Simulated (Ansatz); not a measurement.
Molecule: sum formula SiNH5, charge 0, multiplicity 1. SMILES: N[SiH3]
Coordinates optimised at B3LYP-D3(BJ)/def2-TZVP (Ansatz, a program for electronic structure):
```xyz
7

Si    -0.5698    -0.0218     0.0815
N      1.1270     0.0592    -0.2111
H     -1.1332     1.3310    -0.1334
H     -1.1511    -0.9874    -0.8795
H     -0.9726    -0.4582     1.4471
H      1.6789     0.7924     0.2058
H      1.6667    -0.7871    -0.3025
```

Quantity: vertical triplet-singlet gap (E(triplet) - E(singlet); each state is the SCF solution reached for its spin; for the triplet T1 is 0.046), in kcal/mol. Valence correlation only, unless marked. UHF or UKS for open shells. No spin-orbit coupling. No relativistic terms. Basis-set limits of correlation are two-point, X^-3; Hartree-Fock from the larger set.

```csv
level,program,vertical triplet-singlet gap (kcal/mol)
r2SCAN/def2-TZVPD,Ansatz,126.5
B3LYP/def2-TZVPD,Ansatz,?
wB97X-V/def2-TZVPD,Ansatz,?
SCS-MP2/aug-cc-pV(D+d)Z,Ansatz,138.9
SCS-MP2/aug-cc-pV(Q+d)Z,Ansatz,143.7
SCS-MP2/def2-QZVPPD,Ansatz,145.0
"CCSD(T)/CBS(aug-cc-pV(T+d)Z,aug-cc-pV(Q+d)Z)",Ansatz,?
```

**Question.** What belongs in the gaps?

**Answer.** 
- B3LYP/def2-TZVPD, vertical triplet-singlet gap (kcal/mol): 129.4
- wB97X-V/def2-TZVPD, vertical triplet-singlet gap (kcal/mol): 140.9
- CCSD(T)/CBS(aug-cc-pV(T+d)Z,aug-cc-pV(Q+d)Z), vertical triplet-singlet gap (kcal/mol): 135.4
